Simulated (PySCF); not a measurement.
## Working with the constants of HI

RHF-CCSD(T) constants of HI, ¹Σ⁺ (singlet), closed shell (H x2c-TZVPPall, I x2c-TZVPPall; spin-free X2C with a Gaussian nucleus (PySCF 2.14); masses 1.0078 and 126.9045 u):

| Item | Value |
| --- | --- |
| ωe | 2351.0 cm⁻¹ |
| ωexe | 39.4 cm⁻¹ |
| Be | 6.5746 cm⁻¹ |
| αe | 0.168 cm⁻¹ |
| D (centrifugal) | 0.000206 cm⁻¹ |
| De to H + I | 3.42 eV |

Task: Estimate the standard entropy (1 bar) and heat capacity of the ideal gas at 500 K, rigid rotor with B0 and harmonic oscillator at the fundamental.

Result: Translation (Sackur–Tetrode, M = 127.91 u): 180.1 J/(mol K). Rotation: q = kT/(σB0) = 53.5 with σ = 1, 41.4. Vibration: x = hcν0/kT = 6.54, 0.09. S° = 221.6 J/(mol K); Cp = 7R/2 + 0.52 = 29.6 J/(mol K).

Measured values (Huber and Herzberg, Constants of Diatomic Molecules (1979)): ωe = 2309.014 cm⁻¹, ωexe = 39.6435 cm⁻¹, αe = 0.16886 cm⁻¹.

Correlated steps freeze 18 core orbitals. Spin–orbit coupling is left out, which matters for elements this heavy, above all for dissociation energies. Where the molecule has an RHF reference, its open-shell atoms are computed with UHF.
